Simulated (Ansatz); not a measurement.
Ansatz (an electronic-structure program) input (CCSD(T)/cc-pV(D+d)Z):
A basis named .json is the Basis Set Exchange file of that set.

Ansatz 0.2 input:
```yaml
crystal:
  periodic: [false, false, false]
  atoms:
    - {symbol: C, position_ang: [-2.12111203, 0.92514078, 0.33471755]}
    - {symbol: C, position_ang: [-1.12963774, 0.04767193, 0.18144618]}
    - {symbol: C, position_ang: [-1.32142954, -1.44048308, 0.24247119]}
    - {symbol: C, position_ang: [0.25930458, 0.57113988, -0.06349197]}
    - {symbol: O, position_ang: [0.49286851, 1.76252836, -0.14504211]}
    - {symbol: Si, position_ang: [1.76241909, -0.64138470, -0.26065134]}
    - {symbol: H, position_ang: [-1.92054438, 1.98710520, 0.28061164]}
    - {symbol: H, position_ang: [-3.14003780, 0.60670199, 0.51526561]}
    - {symbol: H, position_ang: [-0.72145678, -1.88791226, 1.03928970]}
    - {symbol: H, position_ang: [-2.36477144, -1.69234339, 0.42722873]}
    - {symbol: H, position_ang: [-1.01995506, -1.92003753, -0.69246502]}
    - {symbol: H, position_ang: [1.92018798, -1.46917757, 0.95974191]}
    - {symbol: H, position_ang: [1.54339155, -1.55189912, -1.41057605]}
    - {symbol: H, position_ang: [2.96361922, 0.18590475, -0.48049877]}
basis:
  gaussian:
    orbitals: cc-pV_D+d_Z.json
magnetization: {spin_polarized: false}
correlation: {method: ccsd_t, electrons: outside_noble_gas}
```

End of the output:

```
integrals: 0.28 GiB planned
1253 factors; integrals over basis functions are off by at most 1.2e-3 eV
0.78 GiB of device memory are held for the factors and their scratch space
mean field: 0.71 GiB planned
mean field evaluation 1: about -14142.7922 eV, gradient 3.9e1 eV
mean field evaluation 2: about -14143.0062 eV, gradient 3.9e1 eV
mean field evaluation 4: about -14147.2286 eV, gradient 5.8e0 eV
mean field evaluation 8: about -14147.3595 eV, gradient 5.1e-1 eV
mean field evaluation 16: about -14147.3617 eV, gradient 2.6e-6 eV
mean field -14147.36170576 eV, -519.9059532605 hartree, gradient 2.6e-6 eV, S^2 0.000000; 0 other end points of the search recorded, 0 dependent functions left out; unrestricted orbitals would lower it
10 core orbitals not correlated
reference -14147.36170576 eV, -519.9059532605 hartree; 17, 17 occupied and 106, 106 virtual orbitals, 1253 factors
second order -22.31875282 eV of doubles, -0.00000000 eV of singles
coupled cluster: 1.55 GiB planned
cycle   1  -23.12111224 eV  change   -8.0e-1 eV  update   1.3e-1
cycle   2  -23.83801161 eV  change   -7.2e-1 eV  update   4.2e-2
cycle   3  -24.04810945 eV  change   -2.1e-1 eV  update   2.3e-2
cycle   4  -24.04260136 eV  change    5.5e-3 eV  update   6.3e-3
cycle   5  -24.04276212 eV  change   -1.6e-4 eV  update   2.9e-3
cycle   6  -24.04343765 eV  change   -6.8e-4 eV  update   8.8e-4
cycle   7  -24.04297271 eV  change    4.6e-4 eV  update   4.2e-4
cycle   8  -24.04293521 eV  change    3.7e-5 eV  update   1.3e-4
cycle   9  -24.04297399 eV  change   -3.9e-5 eV  update   4.8e-5
cycle  10  -24.04296471 eV  change    9.3e-6 eV  update   1.6e-5
coupled cluster: 1.55 GiB planned
perturbative correction -0.85651702 eV, -0.0314764198 hartree
Total energy: -14172.26118749 eV, -520.8209923365 hartree
```
